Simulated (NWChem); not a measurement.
Isomers of C2H6OSi, each optimised at PBE0/def2-SVP with NWChem, gas phase unless a solvent is named. Flexible species stand in one conformer each, which need not be the lowest.  Relative energies count from the lowest isomer at each level and are electronic, without zero-point energy, on those geometries.

A: C1OC[SiH2]1
B: C([SiH2]C)=O
C: O(C=C)[SiH3]
D: CC(=O)[SiH3]

```json
[
 {"quantity": "relative energy, PBE0/def2-SVP (kcal/mol)", "A": "28.4", "B": "7.7", "C": "0.0", "D": "[?]"},
 {"quantity": "relative energy, B3LYP/def2-TZVP (kcal/mol)", "A": "36.8", "B": "11.7", "C": "0.0", "D": "[?]"},
 {"quantity": "orbital gap (eV), PBE0/def2-SVP", "A": "7.41", "B": "5.57", "C": "7.32", "D": "[?]"},
 {"quantity": "highest harmonic frequency (cm⁻¹), PBE0/def2-SVP", "A": "3101", "B": "3179", "C": "3301", "D": "[?]"},
 {"quantity": "SMD solvation free energy in toluene, PBE0/def2-SVP (kcal/mol)", "A": "-1.9", "B": "-2.0", "C": "-1.8", "D": "[?]"}
]
```

Some entries are withheld; supply them.


- relative energy, PBE0/def2-SVP (kcal/mol), D: 8.6
- relative energy, B3LYP/def2-TZVP (kcal/mol), D: 14.1
- orbital gap (eV), PBE0/def2-SVP, D: 5.78
- highest harmonic frequency (cm⁻¹), PBE0/def2-SVP, D: 3181
- SMD solvation free energy in toluene, PBE0/def2-SVP (kcal/mol), D: -3.1
